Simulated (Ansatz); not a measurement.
Species: CH6AlN, charge 0, singlet. CH6AlN (SMILES [NH]([AlH2])C).
B3LYP-D3(BJ)/def2-TZVP minimum from Ansatz (an electronic-structure program):
```xyz
9

Al    -0.0946     0.2060     1.2117
H     -1.2769     0.7261     2.1176
H      1.3393    -0.1902     1.7379
N     -0.4010     0.0561    -0.5263
C      0.5019    -0.3928    -1.5769
H     -1.3098     0.3024    -0.8932
H      0.6750     0.3814    -2.3321
H      0.1266    -1.2838    -2.0918
H      1.4706    -0.6495    -1.1447
```
Charge 0, spin multiplicity 1.

Total energies in cc-pV(D+d)Z, 18 correlated electrons, 7 frozen orbitals. UHF or UKS for unpaired electrons; spin-orbit terms are left out. Cores are frozen in correlated methods. No relativity.

```csv
method,program,energy (Eh),minus CCSDT(Q) (mEh)
HF,Ansatz,-337.74836,442.97
MP2,Ansatz,-338.13662,54.70
CCSD,Ansatz,-338.17864,12.68
CCSD(T),Ansatz,-338.18968,1.64
CCSDT(Q),Ansatz,-338.19132,0.00
```

Rough core times of Ansatz's runs on a shared machine: CCSD(T) under 20 s, CCSDT(Q) 7 min.
